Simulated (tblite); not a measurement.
ethylene (C2H4), singlet, geometry from GFN2-xTB; GFN1-xTB (tblite).

tblite was given this input:
```
$ tblite run mol.xyz --method gfn1 --charge 0 --spin 0 --grad --json tblite.json --no-restart

# file mol.xyz
6

C     -0.01328681    -0.00656652     0.65800535
C      0.01328681     0.00656652    -0.65800535
H     -0.02089650     0.90169144     1.23822259
H     -0.02873771    -0.92622134     1.21982272
H      0.02873771     0.92622134    -1.21982272
H      0.02089650    -0.90169144    -1.23822259
```

Output, abridged:

```
xTB calculator
 | screened Coulomb repulsion
 | Coulomb electrostatics
 |  * isotropic Klopman-Ohno-Mataga-Nishimoto electrostatics
 |  * onsite third-order electrostatics
 | DFT-D3(BJ) dispersion correction

halogen bonding energy    0.0000000000000E+00 Eh
repulsion energy          1.2445512304406E-01 Eh
dispersion energy        -9.2139561281800E-04 Eh
number of electrons       1.2000000000000E+01 e
integral cutoff           1.9731147476801E+01 bohr

------------------------------------------------------------
  cycle        total energy    energy error   density error
------------------------------------------------------------
      1     -6.341899888850  -6.4654336E+00   5.7064005E-01
      2     -6.341924342431  -2.4453581E-05   3.4186935E-01
      3     -6.341925230650  -8.8821843E-07   1.4863967E-03
      4     -6.341926071379  -8.4072896E-07   2.7156376E-04
      5     -6.341926104394  -3.3014762E-08   3.5723505E-07
------------------------------------------------------------

electronic energy        -6.4654598318249E+00 Eh
total energy             -6.3419261043936E+00 Eh

Post processing:
 | Mayer-Wiberg bond orders

[Info] Tight-binding results written to 'tblite.txt'
[Info] JSON dump of results written to 'tblite.json'
```
